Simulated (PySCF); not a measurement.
Mg(F)(NH2) (FH₂MgN), SMILES [NH2][Mg][F].

Coordinates come from a TPSSh-D3(BJ)/def2-TZVP optimisation. Other conformers were not sampled.

All values below come from PBE/def2-TZVPD in PySCF.

Computed frontier levels, gap, dipole moment and polarisability:
```yaml
highest_occupied_level: -5.29 eV
lowest_empty_level: -2.00 eV
orbital_gap: 3.30 eV
dipole_moment: 2.08 D
quadrupole, principal values (traceless, Buckingham form, about the centre of nuclear charge): -11.06, 2.30, 8.76 D·Å
mean_static_polarisability: 35.0 bohr³ (5.19 Å³)
polarisability_principal_values: 29.1, 36.8, 39.2 bohr³
```
